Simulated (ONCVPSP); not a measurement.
Scattering properties, ONCV potential for carbon

C (Z = 6), optimised norm-conserving Vanderbilt (ONCV), made with ONCVPSP 4.0.1 (PW91, scalar-relativistic). Core [He], reference 2s1 2p3. Waves: 2s: rc 1.05 bohr, ncon 4, nbas 8, qcut 7.9 1/bohr, 2 projectors, debl 2.8 Ha; 2p: rc 2.25 bohr, ncon 4, nbas 7, qcut 6.3 1/bohr, 2 projectors, debl 2.3 Ha. Local part: polynomial inside 0.70 bohr (lpopt 5, dvloc0 6 Ha). Core correction: polynomial model core, fcfact 0.6.

The phase is arctan(r·R′/R) of the radial function R(r), unwrapped; energies in Ha, scanned from -2 to 5 Ha. A pole is an energy at which the radial function vanishes at the test radius. The pseudo phase is shifted by a multiple of π to meet the all-electron one at the reference energy, and phase errors are pseudo minus all-electron; the curves can meet again beyond the range given. Levels narrower than the energy grid can be missing from the lists of poles.

For each channel, where are the poles, and over which energies does the pseudopotential scatter like the atom?

```json
{"channel": "s", "radius (bohr)": "1.06", "reference energy (Ha)": "-0.52", "poles, all-electron": "none", "poles, pseudo": "none", "unbroken range about the reference energy with phases within 0.05 rad": "the whole range", "phase error 1 Ha above the reference energy (rad)": "-0.000"}
{"channel": "p", "radius (bohr)": "2.29", "reference energy (Ha)": "-0.21", "poles, all-electron": "0.10, 3.10", "poles, pseudo": "0.10, 3.10", "unbroken range about the reference energy with phases within 0.05 rad": "below 4.6", "phase error 1 Ha above the reference energy (rad)": "+0.002"}
```

Phases in the s channel:

```tsv
E (Ha)	all-electron	pseudo
-1.98	0.315	0.314
-1.80	0.214	0.213
-1.62	0.104	0.104
-1.44	-0.011	-0.012
-1.26	-0.131	-0.132
-1.08	-0.252	-0.252
-0.90	-0.370	-0.370
-0.72	-0.483	-0.483
-0.54	-0.588	-0.588
-0.36	-0.683	-0.683
-0.18	-0.770	-0.770
0.00	-0.848	-0.848
0.18	-0.917	-0.917
0.36	-0.979	-0.979
0.54	-1.034	-1.034
0.72	-1.083	-1.083
0.90	-1.127	-1.127
1.08	-1.167	-1.167
1.26	-1.202	-1.202
1.44	-1.234	-1.235
1.62	-1.264	-1.264
1.80	-1.290	-1.291
1.98	-1.315	-1.315
2.16	-1.338	-1.338
2.34	-1.359	-1.359
2.52	-1.378	-1.378
2.70	-1.396	-1.396
2.88	-1.413	-1.413
3.06	-1.429	-1.429
3.24	-1.444	-1.444
3.42	-1.458	-1.458
3.60	-1.471	-1.472
3.78	-1.484	-1.484
3.96	-1.496	-1.497
4.14	-1.508	-1.509
4.32	-1.520	-1.520
4.50	-1.530	-1.531
4.68	-1.541	-1.542
4.86	-1.551	-1.553
```
